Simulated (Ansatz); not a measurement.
Frontier orbitals of BH7OSi2, SMILES `B[SiH2][SiH2]O`.

The species carries charge 0 and has multiplicity 1. The geometry is a stationary point of PBE0-D4/def2-TZVP. It is one conformer, not always the lowest. Basis def2-TZVPP, Ansatz 0.2.0.

Orbital energies of one run (eV). Highest occupied ones, from the top: -8.89, -10.18, -10.53, -10.89, -11.87, -12.12, -12.49, -14.28, -15.15, -16.98, -17.97, -29.71, -100.40, -100.43. Empty: -1.45, 0.76, 1.70, 1.87, 2.26, 2.68.

Problem. Which functional gave them?
A. r2SCAN
B. LC-ωPBE
C. PBE0
D. CAM-B3LYP

Solution. D. HOMO energies: CAM-B3LYP -8.89, r2SCAN -6.76, PBE0 -7.63, LC-ωPBE -10.16 eV.

LC-ωPBE has ω = 0.4 bohr⁻¹.
